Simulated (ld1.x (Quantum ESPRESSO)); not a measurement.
Results of a calculation; reference values are marked as such.
**Potentials for tellurium (Te) compared**

Generated with ld1.x 7.5 (TM, RRKJ, ultrasoft, PAW), atompaw 4.2 or ONCVPSP 4.0.1. The cutoff is in Ry: for ld1.x and atompaw files where the sum of valence levels is converged to 10 mRy in a Bessel basis, for ONCV files where the hardest occupied wave has 1 mHa per electron of residual kinetic energy. The error is the largest all-electron minus pseudo excitation energy over each file’s own four to seven test configurations (ionisations up to +4, promotions, holes and added fractions of an electron), all of which were solved. The labels leave out finer settings (local radius, basis sizes, second energies), which also bear on the numbers. Spin-polarised tests are not counted. The rows are a selection from randomly drawn settings: files with unsolved tests, undetermined cutoffs or missed reference levels are left out.

A true bound ghost makes a file unfit for plane-wave use even where its test errors are small: the radial tests pick states by their node count and pass the ghost by.

```tsv
potential	cutoff (Ry)	largest error (meV)	bound ghosts
PAW, PBE, scalar-relativistic, rc 1.80/2.20/1.35 (spd), local smoothed, core correction yes, reference 4d10 5s2 5p4	90	-41	none
TM, LDA (PZ), scalar-relativistic, rc 1.65/1.95/1.50 (spd), local s, core correction no, reference 5s1 5p5	30	+216	d
TM, LDA (PZ), scalar-relativistic, rc 1.70/2.32/1.10/1.45 (spdf), local s, core correction no, reference 4d10 5s2 5p2	120	-552	none
TM, PBEsol, fully relativistic, rc 1.95/2.20/1.55 (spd), local smoothed, core correction yes, reference 4d10 5s1.5 5p4.5	90	-257	none
TM, PBE, scalar-relativistic, rc 1.65/1.95 (sp), local s, core correction yes, reference 5s2 5p4	30	-224	none
```

Q: Fill in the row for Te: TM, PBE, scalar-relativistic, rc 1.85/1.65/1.80 (spd), local smoothed, core correction yes, reference 5s2 5p4.

A: cutoff 40 Ry, largest error -311 meV, bound ghosts: d, s.

Q: Fill in the row for Te: TM semilocal, PBE, scalar-relativistic, rc 1.80/2.00 (sp), local p, core correction no, reference 5s2 5p2.

A: cutoff 30 Ry, largest error +23 meV, bound ghosts: none.
